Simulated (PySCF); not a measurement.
## Partial charges of `CC(=O)/C(=C\C#N)CF`

Species: C6H6FNO.
Numbering: `[CH3:1][C:2](=[O:3])/[C:4](=[CH:5]\[C:6]#[N:7])[CH2:8][F:9]` (hydrogens: H10, H11, H12 on C1; H13 on C5; H14, H15 on C8)

Cartesian coordinates in Å at the GFN2-xTB level; atoms count from 1:
```xyz
15
C6H6FNO angstrom
C     -1.1657   -1.3488    0.8530
C      0.2538   -0.9324    0.6132
O      1.1980   -1.5573    1.0420
C      0.5017    0.3049   -0.1882
C     -0.4194    1.1121   -0.7372
C     -1.8160    0.9852   -0.6881
N     -2.9634    0.9549   -0.6965
C      1.9646    0.6039   -0.3489
F      2.1851    1.7347   -1.0861
H     -1.7082   -0.5672    1.3811
H     -1.6740   -1.5296   -0.0920
H     -1.1721   -2.2591    1.4477
H     -0.0898    1.9822   -1.2968
H      2.4689   -0.2267   -0.8567
H      2.4323    0.7512    0.6318
```

Density: PBE0/pcSseg-1 (PySCF); schemes: Mulliken, IAO, Hirshfeld and ESP-fitted. One conformer (not necessarily the lowest) at the GFN2-xTB geometry, without solvent, vibrations or thermal averaging.

**Question.** Do the Mulliken, IAO, Hirshfeld and ESP-fitted schemes agree on where the charge is lowest?

**Answer.** The schemes don't all agree: Mulliken C4 (-0.434); IAO C1 (-0.478); Hirshfeld O3 (-0.210); ESP-fitted C1 (-0.546).

**Question.** At which atom do the 4 schemes differ most?

**Answer.** At C4: from -0.434 (Mulliken) to +0.014 e (Hirshfeld), 0.448 e apart.

**Question.** Which atoms carry the highest charge in the Mulliken, IAO, Hirshfeld and ESP-fitted schemes?

**Answer.** The schemes don't all agree: Mulliken C8 (+0.326); IAO C2 (+0.377); Hirshfeld C2 (+0.169); ESP-fitted C2 (+0.609).

**Question.** What partial charge does each atom carry?

**Answer.** In e:

| atom | environment | Mulliken | IAO | Hirshfeld | ESP-fitted |
| --- | --- | --- | --- | --- | --- |
| C1 | methyl carbon next to a carbonyl | -0.247 | -0.478 | -0.125 | -0.546 |
| C2 | ketone carbonyl carbon | +0.231 | +0.377 | +0.169 | +0.609 |
| O3 | ketone oxygen | -0.348 | -0.404 | -0.210 | -0.488 |
| C4 | fully substituted alkene carbon | -0.434 | -0.021 | +0.014 | -0.005 |
| C5 | alkene CH carbon | +0.015 | -0.183 | -0.019 | -0.398 |
| C6 | nitrile carbon | +0.082 | +0.137 | +0.089 | +0.467 |
| N7 | nitrile nitrogen | -0.224 | -0.222 | -0.193 | -0.456 |
| C8 | sp3 C–F carbon | +0.326 | +0.041 | +0.026 | +0.103 |
| F9 | alkyl fluorine | -0.326 | -0.317 | -0.099 | -0.232 |
| H10 | methyl hydrogen | +0.165 | +0.175 | +0.054 | +0.167 |
| H11 | methyl hydrogen | +0.165 | +0.175 | +0.054 | +0.169 |
| H12 | methyl hydrogen | +0.149 | +0.174 | +0.058 | +0.167 |
| H13 | vinylic hydrogen | +0.159 | +0.206 | +0.068 | +0.248 |
| H14 | methylene hydrogen | +0.143 | +0.170 | +0.056 | +0.096 |
| H15 | methylene hydrogen | +0.143 | +0.170 | +0.056 | +0.098 |

Mean size of the charges over all atoms: ESP-fitted 0.283 e, IAO 0.217 e, Mulliken 0.211 e, Hirshfeld 0.086 e. Each set sums to the total charge, 0, to within 0.001 e. The IAO scheme projects the occupied orbitals on a minimal set of polarised atomic orbitals and counts the electrons in each atom's part of it.

**Question.** Sum the charges by element, for elements with more than one atom.

**Answer.** 
| element | atoms | Mulliken | IAO | Hirshfeld | ESP-fitted |
| --- | --- | --- | --- | --- | --- |
| C | 6 | -0.027 | -0.128 | +0.154 | +0.231 |
| H | 6 | +0.925 | +1.071 | +0.347 | +0.944 |

**Question.** How closely do the schemes follow one another over all atoms?

**Answer.** Correlation coefficient and root-mean-square difference: IAO with ESP-fitted 0.93, 0.141 e; Hirshfeld with ESP-fitted 0.92, 0.245 e; IAO with Hirshfeld 0.92, 0.158 e; Mulliken with IAO 0.79, 0.159 e; Mulliken with Hirshfeld 0.76, 0.171 e; Mulliken with ESP-fitted 0.70, 0.242 e.

The run behind these numbers computed NMR shieldings as well. On Arm Neoverse V2, one thread, no GPU, shared host, this took 30 s wall (grids of density and orbitals included) and 0.87 GiB of memory at its peak.
